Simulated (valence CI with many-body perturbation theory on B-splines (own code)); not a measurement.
**Energy levels of Zn15+**

Computed by relativistic CI+MBPT: five valence electrons over a frozen Dirac-Fock core [Ne], radial functions for each j: 11 s, 11 p, 10 d, 8 f, 5 g, 2 h, with the one-electron correlation potential Σ1 (screened to all orders), the two-electron term Σ2, the three-electron term Σ3, Breit, model QED; selected single and double excitations, second order for the rest, scaled by the run's own slope (own B-spline code, finite nucleus).

No measured spectrum was set against this ion. As an estimate, levels of excited configurations hold to 0.05 to 0.15 % of their energy, terms of the ground configuration to about 0.5 %. Among the levels kept, up to 3300 cm⁻¹ of a level comes from second order outside the variational space, and about a tenth of that is noise between levels of different J, which matters for small intervals.

Levels 46 to 90 of 171, with energies above the lowest level, 3s2 3p3 4S°_3/2. "Leading %" is the weight of the configuration and term that name the level; weights of strongly mixed levels are sums over their largest components and can fall short, so below about 35 % the name and the second component can differ from the true leading terms, or belong to a minority configuration. Lifetimes count E1, E2, E3, M1 and M2 decay at the calculated energies, and are blank where another channel may lead or the interval is too uncertain; long ones can be off by a factor of two.

| No. | Configuration | Term | J | E (cm⁻¹) | Leading % | Second component | Lifetime |
| --- | --- | --- | --- | --- | --- | --- | --- |
| 46 | 3s 3p3 3d | 6D° | 9/2 | 826000 | 97 |  | 19.4 ns |
| 47 | 3p5 | 2P° | 3/2 | 832760 | 59 | 33 % 3s 3p3 3d 2P° | 81.6 ps |
| 48 | 3p5 | 2P° | 1/2 | 864230 | 56 | 36 % 3s 3p3 3d 2P° | 85.4 ps |
| 49 | 3s 3p3 3d | 4D° | 5/2 | 887190 | 72 | 11 % 3s 3p3 3d 4F° | 715 ps |
| 50 | 3s 3p3 3d | 4D° | 3/2 | 888570 | 59 | 29 % 3s 3p3 3d 4F° | 585 ps |
| 51 | 3s 3p3 3d | 4D° | 7/2 | 891120 | 84 | 4 % 3s 3p3 3d 4F° | 1.31 ns |
| 52 | 3s 3p3 3d | 4D° | 1/2 | 895630 | 92 |  | 969 ps |
| 53 | 3s 3p3 3d | 4F° | 3/2 | 900680 | 60 | 31 % 3s 3p3 3d 4D° | 495 ps |
| 54 | 3s 3p3 3d | 4F° | 5/2 | 904780 | 71 | 18 % 3s 3p3 3d 4D° | 460 ps |
| 55 | 3s 3p3 3d | 4F° | 7/2 | 910290 | 79 | 8 % 3s2 3p 3d2 4F° | 465 ps |
| 56 | 3s 3p3 3d | 4F° | 9/2 | 918410 | 85 | 9 % 3s2 3p 3d2 4F° | 491 ps |
| 57 | 3s 3p3 3d | 2S° | 1/2 | 942720 | 78 | 13 % 3s2 3p 3d2 2S° | 232 ps |
| 58 | 3s 3p3 3d | 4G° | 5/2 | 946940 | 86 | 6 % 3s2 3p 3d2 4G° | 149 ps |
| 59 | 3s 3p3 3d | 4G° | 7/2 | 949530 | 84 | 6 % 3s 3p3 3d 4F° | 155 ps |
| 60 | 3s 3p3 3d | 4G° | 9/2 | 953260 | 84 | 9 % 3s 3p3 3d 4F° | 167 ps |
| 61 | 3s 3p3 3d | 4G° | 11/2 | 958250 | 94 | 5 % 3s2 3p 3d2 4G° | 184 ps |
| 62 | 3s 3p3 3d | 4D° | 1/2 | 982100 | 89 | 7 % 3s2 3p 3d2 4D° | 81.5 ps |
| 63 | 3s 3p3 3d | 2G° | 7/2 | 983080 | 80 | 10 % 3s2 3p 3d2 2G° | 272 ps |
| 64 | 3s 3p3 3d | 2G° | 9/2 | 984230 | 79 | 8 % 3s2 3p 3d2 2G° | 255 ps |
| 65 | 3s 3p3 3d | 4D° | 3/2 | 985910 | 54 | 20 % 3s 3p3 3d 4P° | 58.9 ps |
| 66 | 3s 3p3 3d | 4P° | 5/2 | 988530 | 29 | 20 % 3s 3p3 3d 4D° | 38.6 ps |
| 67 | 3s 3p3 3d | 4P° | 3/2 | 994060 | 51 | 25 % 3s 3p3 3d 4D° | 56.9 ps |
| 68 | 3s 3p3 3d | 4P° | 1/2 | 994300 | 81 | 8 % 3s2 3p 3d2 4P° | 143 ps |
| 69 | 3s 3p3 3d | 4P° | 5/2 | 1003300 | 56 | 22 % 3s 3p3 3d 2D° | 18.2 ps |
| 70 | 3s 3p3 3d | 2D° | 3/2 | 1005100 | 57 | 9 % 3s2 3p 3d2 2D° | 64.5 ps |
| 71 | 3s 3p3 3d | 4D° | 5/2 | 1007700 | 59 | 11 % 3s 3p3 3d 2D° | 83.5 ps |
| 72 | 3s 3p3 3d | 4F° | 7/2 | 1013000 | 61 | 23 % 3s 3p3 3d 4D° | 83.4 ps |
| 73 | 3s 3p3 3d | 4D° | 7/2 | 1015500 | 62 | 16 % 3s 3p3 3d 4F° | 39.8 ps |
| 74 | 3s 3p3 3d | 4F° | 9/2 | 1015500 | 76 | 9 % 3s 3p3 3d 2G° | 85.7 ps |
| 75 | 3s 3p3 3d | 4F° | 5/2 | 1016200 | 84 |  | 55.5 ps |
| 76 | 3s 3p3 3d | 4F° | 3/2 | 1018600 | 87 |  | 57.5 ps |
| 77 | 3s 3p3 3d | 4P° | 3/2 | 1024000 | 61 | 25 % 3s 3p3 3d 4S° | 12.4 ps |
| 78 | 3s 3p3 3d | 4P° | 5/2 | 1027700 | 56 | 23 % 3s 3p3 3d 2F° | 22.8 ps |
| 79 | 3s 3p3 3d | 4S° | 3/2 | 1029700 | 41 | 40 % 3s 3p3 3d 4P° | 11.0 ps |
| 80 | 3s 3p3 3d | 2F° | 7/2 | 1029800 | 62 | 14 % 3s2 3p 3d2 2F° | 78.9 ps |
| 81 | 3s 3p3 3d | 4P° | 1/2 | 1033500 | 90 |  | 8.62 ps |
| 82 | 3s 3p3 3d | 2F° | 5/2 | 1034400 | 35 | 22 % 3s 3p3 3d 4P° | 36.2 ps |
| 83 | 3s 3p3 3d | 2D° | 5/2 | 1046800 | 37 | 22 % 3s 3p3 3d 4D° | 17.5 ps |
| 84 | 3s 3p3 3d | 4D° | 7/2 | 1049000 | 71 | 9 % 3s2 3p 3d2 4D° | 11.1 ps |
| 85 | 3s 3p3 3d | 4D° | 1/2 | 1051000 | 48 | 19 % 3s 3p3 3d 2P° | 11.4 ps |
| 86 | 3s 3p3 3d | 2D° | 3/2 | 1052500 | 72 | 11 % 3s 3p3 3d 4D° | 22.2 ps |
| 87 | 3s 3p3 3d | 4D° | 3/2 | 1055800 | 67 | 17 % 3s 3p3 3d 2D° | 11.5 ps |
| 88 | 3s 3p3 3d | 4D° | 5/2 | 1057300 | 40 | 23 % 3s 3p3 3d 2D° | 14.3 ps |
| 89 | 3s 3p3 3d | 2P° | 3/2 | 1065500 | 66 | 15 % 3p5 2P° | 9.58 ps |
| 90 | 3s 3p3 3d | 2P° | 1/2 | 1066700 | 36 | 29 % 3s 3p3 3d 4D° | 9.52 ps |

Names give the largest LS component (configuration and term), which can be under half, so a name can repeat, a term be missing and a line seem to break the LS rules; names also repeat where a configuration has a term twice.

Where two levels of one J and parity lie close, their mixing, g and order are uncertain.
